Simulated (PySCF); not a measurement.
## Spin–spin couplings to the heavy atom in `InChI=1S/H3N2.Sn.3H/c1-2;;;;/h1H,2H2;;;;/q-1;+1;;;`

Geometry (Å), atoms numbered from 1 in this order:
```xyz
9

N    -1.7287    0.0559   -0.0741
N    -0.5669   -0.6858   -0.3107
Sn    1.2952    0.0457    0.1317
H    -1.6424    1.0418   -0.3290
H    -1.9751    0.0108    0.9132
H    -0.6541   -1.2196   -1.1696
H     2.4484   -1.0918   -0.4236
H     1.5379    1.5871   -0.6064
H     1.3426    0.2380    1.8350
```

[PySCF integrals, density fitting: indirect couplings; PBE0/pcJ-1 (dyall-v2z on Sn), no solvent, finite nuclei, structure from PBE0-D3(BJ)/def2-SVP]

Non-relativistic values:
```tsv
coupling	atoms	J (Hz)
1J(119Sn,15N)	Sn3 – N2	19.2
1J(119Sn,1H)	Sn3 – H7/H8/H9	-1490.0
2J(119Sn,15N)	Sn3 – N1	-30.4
2J(119Sn,1H)	Sn3 – H6	-111.9
3J(119Sn,1H)	Sn3 – H4/H5	-7.4
```

**Question.** What do two-component X2C with spin–orbit coupling give?

**Answer.** 
```csv
coupling,atoms,with spin–orbit (Hz)
"1J(119Sn,15N)",Sn3 – N2,-37.1
"1J(119Sn,1H)",Sn3 – H7/H8/H9,-1922.7
"2J(119Sn,15N)",Sn3 – N1,-38.9
"2J(119Sn,1H)",Sn3 – H6,-168.4
"3J(119Sn,1H)",Sn3 – H4/H5,-13.1
```

The largest listed coupling, 1J(119Sn,1H), ends at 1.29 times its non-relativistic value. Equivalent partners are averaged, as under fast rotation. In the static structure 3J(119Sn,1H) spreads over -52.0, 25.8 Hz.
